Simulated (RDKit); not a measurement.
Input file for RDKit: UFF on FH5OSi2 (SMILES F[SiH2]O[SiH3]).

```python
from rdkit import Chem
from rdkit.Chem import AllChem, rdDetermineBonds

blocks = [
'''9

Si    1.55604978   -0.18351974   -0.12962627
O    -0.02389178   -0.05702937   -0.45900367
Si   -1.57763699    0.13428635    0.04277858
F     2.08303608    1.18915264    0.50320059
H     2.28665330   -0.40555033   -1.38700276
H     1.79106199   -1.23886554    0.87308171
H    -1.75825213   -0.49806523    1.36980703
H    -2.46247961   -0.51587528   -0.94575167
H    -1.89454063    1.57546649    0.13241647
''',
]
mol = None
for b in blocks:
    f = Chem.MolFromXYZBlock(b)
    rdDetermineBonds.DetermineBonds(f, charge=0)
    mol = f if mol is None else Chem.CombineMols(mol, f)
Chem.SanitizeMol(mol)
print(Chem.MolToSmiles(Chem.RemoveHs(mol)))
ff = AllChem.UFFGetMoleculeForceField(mol, vdwThresh=100.0, ignoreInterfragInteractions=False)
e = ff.CalcEnergy()
print(f'UFF energy {e:.6f} kcal/mol')
```

Output:

```
F[SiH2]O[SiH3]
UFF energy 57.112066 kcal/mol
```

The run finished.

Cost: around 0.010 core-seconds (rough).
